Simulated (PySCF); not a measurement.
How methods differ on the ionisation energy of Ga

Ga [Ar] 3d10 4s2 4p1 (2P) → Ga⁺ [Ar] 3d10 4s2 (1S), as a difference of total energies. Computed with PySCF 2.14 in x2c-TZVPPall with one added diffuse shell each of s, p, d type (7s6p5d1f, 57 functions), with the spin-free X2C one-electron Hamiltonian (Gaussian nucleus). Correlated levels: valence: [Ar] 3d10 frozen; valence and next inner shell: [Ne] frozen. The calculations carry no spin-orbit coupling.

| method | ionisation energy (eV) |
| --- | --- |
| UHF | 5.519 |
| LDA | 6.033 |
| PBE | 5.954 |
| PBE0 | 5.970 |
| r2SCAN | 6.096 |
| r2SCAN0 | 6.087 |
| wB97X | 5.827 |
| PW91 | 6.002 |
| MP2 (valence) | 5.725 |
| MP2 (valence and next inner shell) | 5.819 |
| SCS-MP2 (valence and next inner shell) | 5.765 |

**Question.** Estimate what SCS-MP2 (valence) gives.

**Answer.** 5.706 eV, closest to MP2 (valence) among the rows shown.

**Question.** Estimate what B97-3 gives.

**Answer.** 5.782 eV, closest to SCS-MP2 (valence and next inner shell) among the rows shown.

A first-order spin-orbit estimate (lowest level to lowest level, LS coupling) adds 0.060 eV.

Errors of the correlated levels include the incompleteness of this basis and the frozen core.

For comparison: 5.999 eV (measured; NIST Atomic Spectra Database, ionization energies).
